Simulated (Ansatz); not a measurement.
Mulliken charges of CH5BGeO2 (`BO[C](=O)[GeH3]`) from r2SCAN/def2-TZVPP in Ansatz (PBE0-D4/def2-TZVP geometry).

```json
{"atom": "B1", "x (Å)": "-1.173", "y (Å)": "1.312", "z (Å)": "-1.332", "charge (e)": "0.134"}
{"atom": "O2", "x (Å)": "-0.890", "y (Å)": "0.300", "z (Å)": "-0.458", "charge (e)": "-0.282"}
{"atom": "C3", "x (Å)": "0.336", "y (Å)": "-0.330", "z (Å)": "-0.425", "charge (e)": "0.259"}
{"atom": "O4", "x (Å)": "0.998", "y (Å)": "-0.491", "z (Å)": "-1.400", "charge (e)": "-0.260"}
{"atom": "Ge5", "x (Å)": "0.781", "y (Å)": "-0.969", "z (Å)": "1.413", "charge (e)": "0.118"}
{"atom": "H6", "x (Å)": "-2.306", "y (Å)": "1.685", "z (Å)": "-1.339", "charge (e)": "-0.004"}
{"atom": "H7", "x (Å)": "-0.306", "y (Å)": "1.792", "z (Å)": "-1.995", "charge (e)": "0.006"}
{"atom": "H8", "x (Å)": "-0.305", "y (Å)": "-1.959", "z (Å)": "1.849", "charge (e)": "0.011"}
{"atom": "H9", "x (Å)": "0.791", "y (Å)": "0.246", "z (Å)": "2.347", "charge (e)": "0.006"}
{"atom": "H10", "x (Å)": "2.155", "y (Å)": "-1.636", "z (Å)": "1.344", "charge (e)": "0.012"}
```

Task: By hand: the dipole of these point charges (1 e Å = 4.8032 D).

Result: Σ q r = (0.048, -0.017, 0.415) e Å, of length 0.418 e Å = 2.01 D.

Task: How does the dipole of the full density compare? (An estimate is asked.)

Result: Ansatz gave: (-0.065, 0.001, 0.377) e Å, 1.84 D; the point charges give 1.09 times that, at 17° from its direction.

Point charges leave out the atoms' own dipoles, such as those of lone pairs, and Mulliken's split depends on the basis, so the close match here is no proof of good charges.
